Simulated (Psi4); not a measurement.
Dimer: CH3Cl (SMILES CCl) (first 5 atoms) with C2H6 (SMILES CC); geometry from B3LYP-D3(BJ)/def2-TZVP, rigid monomers moved along the line of their centres of mass till H4···H8 is 4.28 Å.
(charge 0, multiplicity 1):
```xyz
13

C     -0.67174    -0.91114     0.84014
Cl    -0.84297     0.87419     0.79900
H     -0.58798    -1.26875    -0.18153
H      0.22179    -1.15511     1.40631
H     -1.55090    -1.32723     1.32201
C      1.21728     0.15773     6.29206
C     -0.13283    -0.54005     6.42717
H      1.53956     0.20240     5.25032
H      1.99215    -0.35916     6.86192
H      1.16758     1.18518     6.65717
H     -0.89777    -0.03015     5.83925
H     -0.46810    -0.55876     7.46602
H     -0.08281    -1.57538     6.08238
```

Computed with SAPT0/jun-cc-pV(D+d)Z (Psi4 1.11).

Which attractive term is largest, and how does the interaction split up?

electrostatics -0.5, exchange 0.1, induction -0.2, dispersion -5.0, total -5.6 meV; the largest attraction is dispersion.
